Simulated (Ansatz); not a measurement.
`[SiH3][N]([SiH3])[AlH][Cl]` + `N=C=O` → `O=C=[N][AlH][Cl]` + `[SiH3]N[SiH3]` at 600 K and 1 bar (ligand exchange at the Al–N bond).

Calculated with Ansatz (gas phase, PBE0-D4/def2-TZVP geometries, no zero-point term in ΔE). CCSD(T)/CBS is the MP2 limit (def2-TZVPP, def2-QZVPP) plus CCSD(T) − MP2 in def2-TZVPP, frozen cores. This one scheme is used for every species. Each species was taken in one conformer, which may not be the lowest.

```csv
species,CCSD(T)/CBS energy (Eh),H − E (kJ/mol),S (J/(mol·K))
`[SiH3][N]([SiH3])[AlH][Cl]`,-1339.00991,251.1,520.6
`N=C=O`,-168.51995,83.3,274.5
`O=C=[N][AlH][Cl]`,-870.43852,106.2,407.9
`[SiH3]N[SiH3]`,-637.10515,230.1,420.5
```

H − E and S are ideal-gas, rigid-rotor, harmonic terms from PBE0-D4/def2-TZVP, for one conformer and one mirror image of each species. 1 Eh = 2625.50 kJ/mol, R = 8.31446 J/(mol·K).

**Question.** By hand: ΔE, ΔH, ΔS and ΔG.

**Answer.** ΔE = (-870.43852) + (-637.10515) − (-1339.00991) − (-168.51995) = -0.01381 Eh = -36.3 kJ/mol. Δ(H − E) = 106.2 + 230.1 − 251.1 − 83.3 = 1.9, so ΔH = -34.4 kJ/mol. ΔS = 407.9 + 420.5 − 520.6 − 274.5 = 33.3 J/(mol·K). ΔG = -34.4 − 600 × (33.3)/1000 = -54.4 kJ/mol.

**Question.** By hand: the equilibrium constant, and the temperature at which ΔG would vanish if ΔH and ΔS stayed fixed.

**Answer.** log₁₀ K = −ΔG/(RT ln 10) = 4.7. ΔH and −TΔS have one sign here, so there is no such temperature.

TΔS isn't small against ΔH here. A doubt of 5 kJ/mol in ΔE shifts log₁₀ K by 0.4 here. Other conformers and mirror images would add mixing entropy, several J/(mol·K) or more a flexible species. Modes under 60 cm⁻¹, often nearly free rotors, make the harmonic entropy too high. These are equilibria of isolated gas molecules and say nothing of rates. Largest T1 diagnostic: 0.018 (customary marks: 0.02 for closed shells, 0.045 for open ones).
